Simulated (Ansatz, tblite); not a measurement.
Spin states of W₃Se₅ (the lowest singlet isomer of a short search), each relaxed with PBE-D4/def2-SVP in Ansatz. Electronic energies in the gas phase.

In the def2 sets W takes a core potential; there is no spin–orbit coupling. The xTB rows come from tblite. The structure comes from a short search, and lower isomers may exist.

Singlet geometry:

```xyz
8

W    -0.939   -0.819    0.962
W     0.752    0.720    0.535
W     0.082    0.001   -1.572
Se    2.423   -0.405   -1.283
Se   -1.489    1.289    1.952
Se   -0.128    2.380   -1.419
Se   -1.768   -1.677   -1.255
Se    1.068   -1.490    2.080
```

Triplet geometry:

Cartesian coordinates in Å:
```
W -0.220 1.085 -1.182
W 0.439 0.432 1.031
W -0.295 -1.592 -0.027
Se -1.517 -1.124 1.980
Se 2.058 1.658 -0.707
Se 1.962 -1.747 0.761
Se -1.005 -0.992 -2.367
Se -1.422 2.281 0.511
```

Quintet geometry:

```xyz
8

W     1.004    0.452   -1.524
W    -0.995   -0.137   -0.191
W     0.474   -0.243    1.780
Se   -0.720   -2.282    1.315
Se   -0.785    2.072   -1.578
Se   -1.345    1.323    1.973
Se    2.526    0.353    0.462
Se   -0.159   -1.540   -2.237
```

⟨S²⟩: triplet 2.03 at PBE0-D4/def2-SVP (pure 2.00), quintet 6.09 at PBE0-D4/def2-SVP (pure 6.00).

Run but left out: HF/def2-SVP, MP2/def2-SVP (singlet: restricted singlet, unstable towards broken spin symmetry).

Only these spin states were relaxed.

```csv
level,triplet − singlet (kcal/mol),quintet − singlet (kcal/mol),lowest of these,remarks
GFN1-xTB,-6.5,-1.9,triplet,–
GFN2-xTB,3.5,-1.6,quintet,–
PBE-D4/def2-SVP,29.6,56.9,singlet,restricted SCF unstable in HF (singlet)
PBE0-D4/def2-SVP,28.3,54.4,singlet,restricted SCF unstable in HF (singlet)
```

The xTB methods have no spin-polarisation term.
